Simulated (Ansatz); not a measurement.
`OB(O)[O][GeH3]`, relaxed with RKS PBE0-D4/def2-TZVP in the Gaussian-basis code of Ansatz from a PBE-D4/def2-SVP geometry. The force threshold is 0.005 eV/Å; the program also tests the step.

The species carries charge 0 and has multiplicity 1.

Start:

```xyz
10

O    -1.360   -0.272   -0.836
B    -0.251   -0.954   -0.383
O    -0.121   -2.300   -0.646
O     0.716   -0.284    0.327
Ge    0.575    1.492    0.693
H    -1.965   -0.863   -1.319
H     0.699   -2.642   -0.247
H     0.493    2.287   -0.634
H    -0.668    1.731    1.586
H     1.884    1.805    1.457
```

Q: By how much does the energy fall, and how many steps does the optimiser take? (Best estimate.)

A: The calculation gave: 0.03 eV, in 9 steps, 1 of them rejected.

Q: Which bonds change most? (Best estimate.)

A: Computed: O4–Ge5 from 1.818 to 1.793 Å; B2–O4 from 1.374 to 1.358 Å; Ge5–H9 from 1.549 to 1.534 Å; Ge5–H8 from 1.549 to 1.534 Å.

Q: Give the relaxed structure. (An estimate is asked.)

A: The calculation gave: 
```xyz
10

O    -1.371   -0.293   -0.825
B    -0.253   -0.944   -0.375
O    -0.113   -2.282   -0.634
O     0.696   -0.260    0.316
Ge    0.580    1.490    0.691
H    -1.969   -0.875   -1.299
H     0.706   -2.628   -0.272
H     0.524    2.277   -0.624
H    -0.666    1.731    1.553
H     1.868    1.783    1.469
```
